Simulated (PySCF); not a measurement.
C7H7F3Si, SMILES FC(F)(F)c1ccc([SiH3])cc1 (GFN2-xTB optimised geometry):

```
18

F     -0.971    -3.614     0.601
C     -1.626    -2.624    -0.028
F     -2.838    -2.549     0.544
F     -1.836    -3.060    -1.288
C     -0.882    -1.321     0.000
C     -1.585    -0.123    -0.011
C     -0.887     1.070    -0.011
C      0.504     1.098    -0.004
Si     1.427     2.751    -0.013
C      1.184    -0.116     0.000
C      0.506    -1.321     0.000
H     -2.664    -0.132    -0.013
H     -1.437     2.000    -0.015
H      2.838     2.495     0.276
H      1.274     3.360    -1.335
H      0.836     3.614     1.011
H      2.264    -0.121     0.004
H      1.044    -2.257     0.006
```

Method: PBE/def2-SVP (PySCF 2.14.0).

Q: What are the frontier orbital energies and the dipole moment?

A: HOMO-2 -7.82 eV, HOMO-1 -6.85 eV, HOMO -6.80 eV, LUMO -2.02 eV, LUMO+1 -1.55 eV; dipole moment 2.10 D.

Meta-Löwdin charges at PBE/def2-SVP: F1 -0.25, C2 0.70, F3 -0.25, F4 -0.25, C5 -0.03, C6 -0.10, C7 -0.09, C8 -0.19, Si9 0.44, C10 -0.09, C11 -0.10, H12 0.12, H13 0.11, H14 -0.08, H15 -0.08, H16 -0.08, H17 0.11, H18 0.12.
